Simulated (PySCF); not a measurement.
Isomers of C5H8F2O2, one GFN2-xTB conformer each. Single-point energies are computed at PBE0/pcSseg-1 (PySCF, gas phase, no added dispersion term), electronic only.

| SMILES | GFN2-xTB relative energy (kJ/mol) |
| --- | --- |
| CCO/C=C/OC(F)F | 55.5 |
| C[C@]1(OC(F)F)CCO1 | 0.0 |
| CCOCO/C(F)=C/F | 99.5 |

Conformers: `[CH3:1][CH2:2][O:3]/[CH:4]=[CH:5]/[O:6][CH:7]([F:8])[F:9]` with C1–C2–O3–C4 -179°, C2–O3–C4–C5 -2°, C4–C5–O6–C7 21°, C5–O6–C7–F8 164°; `[CH3:1][C@:2]1([O:3][CH:4]([F:5])[F:6])[CH2:7][CH2:8][O:9]1` with C1–C2–O3–C4 76°, C2–O3–C4–F5 -94°; `[CH3:1][CH2:2][O:3][CH2:4][O:5]/[C:6]([F:7])=[CH:8]/[F:9]` with C1–C2–O3–C4 172°, C2–O3–C4–O5 68°, O3–C4–O5–C6 172°, C4–O5–C6–F7 10°.

Task: What does PBE0/pcSseg-1 give for the same structures?

Result: 
```tsv
SMILES	PBE0/pcSseg-1 E (Eh)	PBE0/pcSseg-1 (kJ/mol)	GFN2-xTB (kJ/mol)	point group
C[C@]1(OC(F)F)CCO1	-544.83049	0.0	0.0	C1
CCO/C=C/OC(F)F	-544.80914	56.0	55.5	C1
CCOCO/C(F)=C/F	-544.78260	125.7	99.5	C1
```

Both levels put the same isomer lowest; measured from each level's own lowest isomer, the values differ by up to 26.2 kJ/mol (CCOCO/C(F)=C/F: 99.5 against 125.7). As drawn, the lowest has a four-membered ring and two fluorines on one carbon, which the highest lacks; the highest has a C=C bond outside aromatic rings, which the lowest lacks.

Task: Which frontier levels, dipoles and rotational constants go with these structures?

Result: 
| SMILES | HOMO (eV, PBE0/pcSseg-1) | LUMO (eV) | dipole (D) | A, B, C (MHz) |
| --- | --- | --- | --- | --- |
| C[C@]1(OC(F)F)CCO1 | -8.22 | 1.29 | 3.81 | 2975, 1144, 974.5 |
| CCO/C=C/OC(F)F | -6.72 | 0.74 | 3.54 | 6013, 575.7, 542.5 |
| CCOCO/C(F)=C/F | -6.53 | 1.06 | 2.78 | 5214, 592.2, 549.8 |
